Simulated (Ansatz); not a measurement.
Reaction (substitution at a C–Si bond): `N[SiH2]C[SiH2]N` + H₂Se → `N[SiH2]C[SeH]` + `N[SiH3]`

Calculated with Ansatz (gas phase, PBE0-D4/def2-TZVP geometries, no zero-point term in ΔE). CCSD(T)/CBS is the MP2 limit (def2-TZVPP, def2-QZVPP) plus CCSD(T) − MP2 in def2-TZVPP, frozen cores. This one scheme is used for every species. Functionals use def2-TZVPP. For Se outer-core shells are correlated without core-valence functions, which leaves a few kJ/mol of doubt a bond. Scalar relativity is left out up to krypton. One conformer a species, not always the lowest.

```json
{"level": "r2SCAN-D4", "ΔE (kJ/mol)": "63.1"}
{"level": "ωB97X-V", "ΔE (kJ/mol)": "59.7"}
{"level": "B2PLYP", "ΔE (kJ/mol)": "54.4"}
{"level": "r2SCAN", "ΔE (kJ/mol)": "61.5"}
{"level": "SCS-MP2/def2-TZVPP", "ΔE (kJ/mol)": "52.7"}
{"level": "MP2/def2-QZVPP", "ΔE (kJ/mol)": "56.4"}
{"level": "SCS-MP2/def2-QZVPP", "ΔE (kJ/mol)": "52.7"}
{"level": "CCSD/CBS(def2)", "ΔE (kJ/mol)": "57.5"}
```

Problem. What does CCSD(T)/CBS give? (Estimate.)

Solution. Ansatz gave: +57.7 kJ/mol. The listed levels differ from it by 5.4, 2.0, -3.3, 3.8, -5.0, -1.3, -5.0, -0.2 kJ/mol.

Largest T1 diagnostic among the species: 0.010.

The D4 term adds +6.2 kJ/mol with B3LYP and +3.9 kJ/mol with PBE0; it sums over pairs of atoms, weighted by their polarisabilities, and B3LYP, whose exchange is more repulsive, gets the larger term. In def2-TZVPP, CCSD(T) changes the Hartree–Fock value by +6.7 kJ/mol (the triples alone add +0.3 kJ/mol) and MP2 by +5.5 kJ/mol.

B3LYP here is the variant with VWN-RPA as its local correlation; programs differ in this.
